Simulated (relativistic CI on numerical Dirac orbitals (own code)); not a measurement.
## Cs3+: calculation against measurement

Computed by Dirac-Coulomb-Breit CI, separate exchange-only KLI orbitals for each configuration, model QED (radiative potential, 1s self-energy scaled to tabulated hydrogen-like ionisation energies), valence Slater integrals scaled by 0.85, P86 correlation energy added to each configuration (own radial code, finite nucleus).

Configurations in the expansion (outside the closed core [Kr] 4d10): 5s2 5p4, 5s 5p5, 5s2 5p3 5d, 5p6, 5s2 5p3 5f, 5s 5p4 5d, 5s2 5p3 6s, 5s2 5p3 5g, 5s2 5p3 4f, 5s2 5p3 6p, 5s 5p4 5f, 5s2 5p3 6d, 5s2 5p3 7s, 5s2 5p2 5d2, 5s2 5p 5d3, 5s2 5p 5d2 5f, 5s 5p2 5d3, 5s2 5p 5d2 6s, 5s2 5p 5d2 5g. Double excitations out of closed p, d and f shells are left out; levels of such configurations are missing from the list, as are those of other unlisted configurations, and high levels can miss mixing partners. These lack a partner that the ground configuration has and come out too high: 5s2 5p3 4f, 5s2 5p3 6p, 5s 5p4 5f, 5s2 5p3 6d, 5s2 5p3 7s.

```
Configuration  Term (tabulated)  J  Measured (cm⁻¹)  Computed  Error  Purity (%)
      5s2 5p4                3P  2              0.0         0      0          84
      5s2 5p4                3P  0           9749.4      9458   -291          73
      5s2 5p4                3P  1          12902.0     12645   -257          97
      5s2 5p4                1D  2          20754.0     20521   -233          84
      5s2 5p4                1S  0          43279.4     42082  -1198          72
       5s 5p5               3P°  2         114307.7    121823   7516          73
       5s 5p5               3P°  1         121242.5    128812   7569          63
       5s 5p5               3P°  0         128086.3    135289   7203          65
   5s2 5p3 5d               5D°  3         135979.9    143153   7173          80
   5s2 5p3 5d               5D°  2         136143.1    143486   7343          80
   5s2 5p3 5d               5D°  0         136625.7    144033   7408          81
   5s2 5p3 5d               5D°  1         136868.6    144155   7287          88
   5s2 5p3 5d               3F°  2         150982.7    159946   8963          59
   5s2 5p3 5d               3F°  3         152776.7    161725   8949          64
   5s2 5p3 5d               1S°  0         152832.1    162498   9666          83
   5s2 5p3 5d               3G°  3         155045.5    164231   9186          63
   5s2 5p3 6s               5S°  2         164609.5    172999   8389          76
   5s2 5p3 5d             3F° †  2         174718.7    183564   8845          75
   5s2 5p3 5d             3F° †  3         174789.4    183057   8268          71
   5s2 5p3 6s               3D°  3         185718.8    196238  10519          70
   5s2 5p3 6s             3P° †  0         198135.3    205675   7539          76
   5s2 5p3 6s             3P° †  1         198514.1    207612   9098          62
   5s2 5p3 6s               3P°  2         207937.6    217862   9924          65
   5s2 5p3 6d               5D°  2         246061.0    254482   8421          79
   5s2 5p3 6d               5D°  3         246089.4    254493   8403          78
   5s2 5p3 6d               5D°  1         246233.0    254591   8358          84
   5s2 5p3 6d               3D°  2         248688.0    258300   9612          67
   5s2 5p3 6d               3D°  3         250415.4    260666  10250          70
   5s2 5p3 6d               3D°  1         250634.2    260760  10125          81
   5s2 5p3 7s               5S°  2         251551.7    259900   8349          83
   5s2 5p3 7s               3S°  1         253194.4    262099   8905          76
   5s2 5p3 6d               3F°  2         261177.8    271481  10303          65
   5s2 5p3 6d               3D°  1         261868.3    272194  10326          64
   5s2 5p3 6d               1S°  0         262537.0    272538  10001          58
   5s2 5p3 6d               3D°  3         267199.4    278253  11054          73
   5s2 5p3 7s               3D°  1         267211.0    277175   9964          72
   5s2 5p3 6d               3P°  0         268328.0    279170  10842          66
```

Measured levels from measured levels as listed in Gamrath, thesis, University of Mons (2023); pairs were made by configuration, J and term (by order where the table uses no LS term), so strongly mixed levels may be paired wrongly.

Mean error by configuration (cm⁻¹): 5s2 5p4 -495; 5s 5p5 7429; 5s2 5p3 5d 8247; 5s2 5p3 6s 9611; 5s2 5p3 6d 9790; 5s2 5p3 7s 9073. Over the excited levels the mean absolute error is 7937 cm⁻¹ (36 of the 69 excited levels that our extract of the source holds in range could be paired, and the others can miss by more), and the median relative error of those above 1,000 cm⁻¹ is 4.1 %. † marks terms whose computed intervals miss the measured ones by more than a factor of 2.5, or configurations far off the rest, from wrong mixing, a near crossing or a doubtful label or measurement; they are left out of the means.
